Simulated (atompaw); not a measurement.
Plane-wave convergence, PAW (atompaw) potential for sulfur (S)

atompaw 4.2.0.5 input, output lines left out:

```
S 16
GGA-PBE scalarrelativistic loggrid 1500 logderivrange -3 5 201
3 3 0 0 0 0
3 1 4
0 0 0
c
c
v
c
v
1
2.00 1.45 1.75 1.85
y
2.45
n
y
3.8
n
custom rrkj gramschmidtortho sinc
bessel
2.00
2.00
2.00
2.00
```

The pseudo-atom Hamiltonian at the reference potential is diagonalised in spherical Bessel functions j_l(qr) that vanish at 20 bohr, with q² up to the cutoff. All-electron valence levels (Ry): 3s -1.2683, 3p -0.5151.

Q: How do the lowest levels (Ry) of each channel move with the cutoff, and are there ghosts?

A:

```csv
cutoff (Ry),s #1,p #1,d #1,d #2,f #1,f #2,Σ f·Δε (mRy)
8,-1.2649,-0.4831,0.0706,0.1578,0.1170,0.2496,135.3
10,-1.2673,-0.4999,0.0706,0.1577,0.1170,0.2496,63.0
12,-1.2681,-0.5087,0.0706,0.1577,0.1170,0.2496,26.5
15,-1.2683,-0.5139,0.0706,0.1576,0.1170,0.2496,5.4
18,-1.2683,-0.5148,0.0706,0.1576,0.1170,0.2496,1.4
21,-1.2683,-0.5151,0.0706,0.1576,0.1170,0.2496,0.5
25,-1.2683,-0.5151,0.0706,0.1576,0.1170,0.2496,0.4
30,-1.2684,-0.5151,0.0706,0.1576,0.1170,0.2496,0.2
400,-1.2684,-0.5152,0.0706,0.1576,0.1170,0.2496,0.0
```

Result: no extra level below or beside the all-electron valence levels (s, p, d, f tested); 10 mRy is reached at 15 Ry and 1 mRy at 21 Ry.
